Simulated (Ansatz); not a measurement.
Two isomers of C3H7FGe: A = `C=[C](C)[GeH2][F]`, B = `F[C@H]1C[C@@H]1[GeH3]`.

Computed with Ansatz on PBE0-D4/def2-TZVP structures; ΔE is electronic, products minus reactants. CBS: MP2 limit from def2 TZ/QZ plus the TZ coupled-cluster correction, frozen cores. Functionals use def2-TZVPP. For Ge outer-core shells are correlated without core-valence functions, which leaves a few kJ/mol of doubt a bond. Scalar relativity is left out up to krypton. Each species was taken in one conformer, which may not be the lowest.

A:

Z-matrix (Å, degrees):
```
C
C 1 1.496
H 1 1.093 2 111.2
H 1 1.095 2 111.4 3 120.5
H 1 1.095 2 111.4 3 -120.5
Ge 2 1.939 1 118.2 3 179.7
C 2 1.329 1 123.6 3 -0.3
F 6 1.746 2 106.2 1 179.4
H 6 1.539 2 113.5 1 63.4
H 6 1.539 2 113.5 1 -64.6
H 7 1.088 2 121.1 1 0.1
H 7 1.085 2 121.9 1 -180.0
```

B:

Z-matrix (Å, degrees):
```
C
C 1 1.479
C 1 1.488 2 61.6
F 1 1.365 2 117.5 3 108.0
H 1 1.085 2 120.6 3 -110.9
H 2 1.083 1 116.4 3 -106.8
H 2 1.084 1 118.7 3 109.2
Ge 3 1.939 1 121.1 2 -110.4
H 3 1.085 1 113.6 2 104.9
H 8 1.540 3 107.9 1 32.7
H 8 1.538 3 110.8 1 -86.9
H 8 1.538 3 110.5 1 151.8
```

Task: Which isomer does CCSD(T)/CBS put lower? Give the gap. (An estimate is asked.)

Result: Ansatz gave: A, by 174.9 kJ/mol.

Task: Give E(B) − E(A) in kJ/mol with B2PLYP, r2SCAN-D4, ωB97M-V, PBE-D4, CCSD/def2-TZVPP, PBE0-D4, MP2/def2-TZVPP. (Estimate.)

Result: Ansatz gave: B2PLYP 177.8, r2SCAN-D4 162.4, ωB97M-V 162.8, PBE-D4 154.9, CCSD/def2-TZVPP 172.2, PBE0-D4 150.7, MP2/def2-TZVPP 172.9. None reverses the order clearly.

Largest T1 diagnostic: 0.011.

In def2-TZVPP, CCSD(T) changes the Hartree–Fock value by −12.1 kJ/mol (the triples alone add +1.0 kJ/mol) and MP2 by −12.4 kJ/mol. From PBE to PBE0 (25 % exact exchange), in def2-TZVPP and without D4, E(B) − E(A) moves by −4.1 kJ/mol.
